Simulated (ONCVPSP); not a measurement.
**Plane-wave convergence, ONCV potential for Sn**

ONCVPSP 4.0.1 input, shortened (lines: element, Z, core and valence counts, functional; n l f; lmax; l rc ep ncon nbas qcut; lloc lpopt rc5 dvloc0; l nproj debl; icmod fcfact rcfact), LDA (Perdew-Zunger), fully relativistic:

```
  Sn 50.00    8    3        3      upf
    1    0    2.00
    2    0    2.00
    2    1    6.00
    3    0    2.00
    3    1    6.00
    3    2   10.00
    4    0    2.00
    4    1    6.00
    4    2   10.00
    5    0    2.00
    5    1    2.00
    2
    0    1.85    0.00    4    8    3.30
    1    2.65    0.00    4    7    2.50
    2    1.60    0.00    4    9    8.90
    4    5    1.20    0.00
    0    2    0.60
    1    1    1.70
    2    2    0.50
    1    0.20    0.00
```

Open shells are filled in proportion to 2j + 1.

In the d channel the program set the typed energies aside and used -0.936, 0.250 Ha (j = l + 1/2; the other j can differ).

Problem. For each optimised wave give the share of its norm inside rc, the residual kinetic energy above qcut (Ha) and the cutoffs (Ha) for errors of 10, 1, 0.1 and 0.01 mHa per electron.

Solution.

| wave | norm inside rc | residual KE | 10 mHa | 1 mHa | 0.1 mHa | 0.01 mHa |
| --- | --- | --- | --- | --- | --- | --- |
| 5s | 0.280 | 2.1e-03 | 4.1 | 6.6 | 21.3 | 39.4 |
| s projector 2 | 0.096 | 1.9e-03 | 3.7 | 9.3 | 55.6 | 68.5 |
| 5p j=3/2 | 0.364 | 1.7e-03 | 1.2 | 4.2 | 17.9 | 21.7 |
| 5p j=1/2 | 0.411 | 1.5e-03 | 1.4 | 4.0 | 18.0 | 21.8 |
| 4d j=5/2 | 0.865 | 1.4e-05 | 26.7 | 32.1 | 36.5 | 45.2 |
| d projector 2 j=5/2 | 0.037 | 2.9e-06 | 20.4 | 27.7 | 33.1 | 37.7 |
| 4d j=3/2 | 0.872 | 1.6e-05 | 27.0 | 32.3 | 36.6 | 46.9 |
| d projector 2 j=3/2 | 0.036 | 3.2e-06 | 20.6 | 27.9 | 33.3 | 37.9 |

The occupied waves need 32 Ha and 37 Ha for 1 and 0.1 mHa. Note: ghosts flagged at negative energy: s at -94.4 eV, p3/2 at -38.0 eV, p1/2 at -31.8 eV; no localised positive-energy state flagged. A true bound ghost makes a file unfit for plane-wave use. 2 of 4 tests not solved or not reliable.
